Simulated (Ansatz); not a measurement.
PBE exchange is replaced step by step with exact exchange (0 % is PBE, 25 % PBE0; no dispersion term), basis def2-TZVP, Ansatz. System: the cluster Ru3. Charge 0, multiplicity 1. Geometry: r2SCAN-D4/def2-TZVP.

Geometry of the singlet:

Cartesian coordinates in Å:
```
Ru 0.098 -0.009 -1.304
Ru -0.474 1.054 0.613
Ru 0.375 -1.045 0.691
```

In the def2 sets Ru takes a core potential; there is no spin–orbit coupling. At PBE-D4/def2-TZVP, PBE0-D4/def2-TZVP the restricted singlet is unstable: a solution with broken spin symmetry lies lower. The restricted singlet is unstable towards broken spin symmetry at other levels; at PBE with 5 % exact exchange/def2-TZVP, PBE with 10 % exact exchange/def2-TZVP, PBE with 15 % exact exchange/def2-TZVP, PBE with 35 % exact exchange/def2-TZVP and others this wasn't settled. The geometry of the singlet was relaxed on an unsound state (restricted singlet, unstable towards broken spin symmetry). At PBE0-D4/def2-TZVP a triplet of charge 0 lies 2.04 eV below the restricted singlet, each at its own geometry. That triplet is doubtful there (⟨S²⟩ 4.33, where a pure state has 2.00). Another isomer (singlet) lies 0.18 eV lower at PBE-D4/def2-TZVP.

| exact exchange (%) | HOMO (eV) | LUMO (eV) | gap (eV) |
| --- | --- | --- | --- |
| 0 | -3.82 | -3.79 | 0.03 |
| 5 | -4.02 | -3.52 | 0.50 |
| 10 | -4.23 | -3.25 | 0.98 |
| 15 | -4.45 | -2.98 | 1.46 |
| 25 | -4.91 | -2.44 | 2.47 |
| 35 | -5.40 | -1.90 | 3.51 |
| 50 | -6.20 | -1.26 | 4.94 |
